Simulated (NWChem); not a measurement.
System: C₂H₆O₂Si; SMILES COC(=O)[SiH3]

```xyz
11

C     -0.3952    -2.3068     0.0085
O     -0.7542    -0.9102    -0.0156
C      0.2833    -0.0402    -0.0149
O      1.4466    -0.3865     0.0000
Si    -0.2631     1.8075    -0.0018
H     -1.3398    -2.8507     0.0104
H      0.1854    -2.5365     0.9059
H      0.1970    -2.5638    -0.8736
H      0.5535     2.5149    -1.0168
H      0.0451     2.3409     1.3486
H     -1.7088     1.9671    -0.2940
```
Atoms are numbered in this order, from 1.

Computed with NWChem. Pople sets run with spherical d functions. Structure relaxed at the B3LYP/6-31G* (spherical d) level. Level: B3LYP/6-31G* with SMD (1 M gas to 1 M solution), gas-phase geometry. Reactions with the solvent are ignored.

For solvent toluene:

```yaml
solvation free energy (kcal/mol): -2.2
cavity-dispersion-structure term (kcal/mol): -0.6
dipole in solution (D): 1.87
```

Question: Estimate the same quantities for solvent water.

Answer: The solvation free energy (kcal/mol) is -0.5 and the cavity-dispersion-structure term (kcal/mol) is 5.2. The dipole in solution (D) comes out as 2.26.
